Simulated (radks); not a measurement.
Problem. The nitrogen ion N4+, [He] 2s1. Method: non-relativistic Kohn-Sham, exchange-only LDA, spin-polarised, spherical densities, point nucleus; computed with a radial shooting solver on a logarithmic mesh with Libxc functionals. Every spin shell is full or empty, so the densities are truly spherical. Functionals are evaluated on that one density, not self-consistently. Rank these exchange functionals by their error against the exact value of the orbitals, and give that value: LDA, B88, revPBE, RPBE, OPTX, WC, AM05, SOGGA, G96, TPSS, SCAN, r2SCAN, TASK.

Solution. Exact: -4.63745 hartree. From best to worst, with 100 (|E| - |E exact|)/|E exact| (equal figures are ties): revPBE +0.01, G96 -0.12, SCAN -0.13, OPTX -0.17, r2SCAN -0.18, RPBE +0.29, B88 -0.32, TPSS +0.36, TASK -1.61, WC -3.32, SOGGA -5.77, AM05 -10.38, LDA -13.28.
